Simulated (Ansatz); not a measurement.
Born–Oppenheimer molecular dynamics of CH5BF3N (11 atoms, charge 0, multiplicity 1). It starts at the highest image of a converged band. Of that band: Neighbouring images differ by up to 1.2 eV, so the band resolves the path poorly. A vibrational analysis at the climbing image gives one clearly imaginary mode, 754i cm⁻¹: a first-order saddle point.

All numbers below come from Ansatz 0.2.0, RKS B3LYP/def2-SVP.

```
ensemble                      : NVE (velocity Verlet)
time step                     : 0.5 fs
steps asked                   : 200
starting velocities drawn for : 100 K
seed                          : 10184
```

First frame:

```xyz
11
Properties=species:S:1:pos:R:3
B -1.144 0.323 0.405
F -1.208 -1.287 1.232
F -1.814 0.142 -0.735
F -1.631 1.173 1.314
H -0.184 -1.010 1.009
N 0.355 0.125 0.377
C 1.060 -0.018 -0.901
H 0.840 0.744 1.025
H 2.070 -0.424 -0.742
H 1.149 0.942 -1.437
H 0.507 -0.713 -1.547
```

Problem. How far do the bonds stretch over the last three quarters of this one trajectory? (Pairs bonded in most of those frames.)

Solution. 
| bond | mean (Å) | spread (Å) | shortest | longest |
| --- | --- | --- | --- | --- |
| B1–F3 | 1.329 | 0.012 | 1.31 | 1.35 |
| B1–F4 | 1.331 | 0.012 | 1.31 | 1.35 |
| B1–N6 | 1.419 | 0.021 | 1.40 | 1.48 |
| F2–H5 | 0.939 | 0.015 | 0.92 | 1.00 |
| N6–C7 | 1.462 | 0.016 | 1.43 | 1.49 |
| N6–H8 | 1.016 | 0.003 | 1.01 | 1.02 |
| C7–H9 | 1.103 | 0.017 | 1.08 | 1.13 |
| C7–H10 | 1.105 | 0.008 | 1.09 | 1.12 |
| C7–H11 | 1.099 | 0.007 | 1.09 | 1.11 |

Mean temperature of the second half: 266 K. The conserved energy stayed within 0.043 meV per atom of its start (net change 0.025 meV per atom), so the integration is sound. The system heated up, since it started high on the potential surface and ran downhill. A run of 0.1 ps of so small a system gives no equilibrium averages. The orbitals stay closed-shell, which can raise the energy where a bond breaks towards radicals; this wasn't checked here.

The run took 7.2 min on 2 threads of Intel(R) Xeon(R) Platinum 8488C (Sapphire Rapids), on a shared host, peak memory 0.28 GiB.
